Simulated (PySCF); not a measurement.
The same gas-phase reaction for Ti, Zr, Hf:
- 2 TiCl2(OH)2 + 2 Cl → 2 TiCl3OH + H2 + O2
- 2 ZrCl2(OH)2 + 2 Cl → 2 ZrCl3OH + H2 + O2
- 2 HfCl2(OH)2 + 2 Cl → 2 HfCl3OH + H2 + O2

Computed with PySCF and rigid-rotor harmonic-oscillator thermochemistry at 1 bar. † marks an energy on the PBE0/def2-TZVP geometry and frequencies; other levels use their own. Open shells (unrestricted): Cl (multiplicity 2), O2 (multiplicity 3); the rest are closed-shell singlets. Spin-orbit splitting is ignored; it lowers the true energy and changes the entropy of Cl. Hf, Zr: scalar-relativistic def2 core potential, no spin-orbit coupling. TiCl2(OH)2, TiCl3OH, ZrCl2(OH)2, ZrCl3OH, HfCl2(OH)2, HfCl3OH: computed as isolated molecules; such fragments, hydroxides, amides, oligomers or adducts are transient or little studied in the gas.

ΔH°(298 K) in kJ, by level:

```tsv
level	Ti	Zr	Hf
ωB97M-V/def2-TZVP†	4.8	(withheld)	-11.7
PBE/def2-TZVP†	-49.5	(withheld)	-62.0
ωB97X-V/def2-TZVP†	-3.9	(withheld)	-23.6
LDA/def2-TZVP†	-59.1	-67.1	-66.7
PBE0/def2-TZVP	-14.7	(withheld)	-31.4
```

Task: Complete the blanks.

Result: 
- ωB97M-V/def2-TZVP†, Zr: -9.7
- PBE/def2-TZVP†, Zr: -62.5
- ωB97X-V/def2-TZVP†, Zr: -21.1
- PBE0/def2-TZVP, Zr: -30.9
